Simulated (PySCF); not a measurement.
Gas-phase reaction: (H2SiO)3 + 3 H2O ⇌ c-Si3H6 + 6 OH

Method: PySCF energies plus ideal-gas RRHO corrections (1 bar). † marks an energy on the PBE0/def2-TZVP geometry and frequencies; other levels use their own. MP2 freezes the core. Open shells (unrestricted): OH (multiplicity 2); the rest are closed-shell singlets. Spin-orbit splitting is ignored; it lowers the true energy and changes the entropy of OH. B3LYP is the form with VWN-RPA correlation. (H2SiO)3, c-Si3H6: computed as isolated molecules; such fragments, hydroxides, amides, oligomers or adducts are transient or little studied in the gas. MP2 isn't extrapolated to the basis-set limit.

```csv
level,"ΔH°(298 K), kJ"
B3LYP/def2-TZVP†,?
BLYP/def2-TZVP†,?
MP2/def2-SVP†,?
MP2/def2-TZVPP†,2528
PBE/def2-SVP,2258
r2SCAN/def2-TZVP†,2291
LDA/def2-TZVP†,?
ωB97M-V/def2-TZVP†,2378
```

Q: Some entries are withheld; supply them.

A: 
- B3LYP/def2-TZVP†, ΔH°(298 K), kJ: 2288
- BLYP/def2-TZVP†, ΔH°(298 K), kJ: 2275
- MP2/def2-SVP†, ΔH°(298 K), kJ: 2348
- LDA/def2-TZVP†, ΔH°(298 K), kJ: 2676
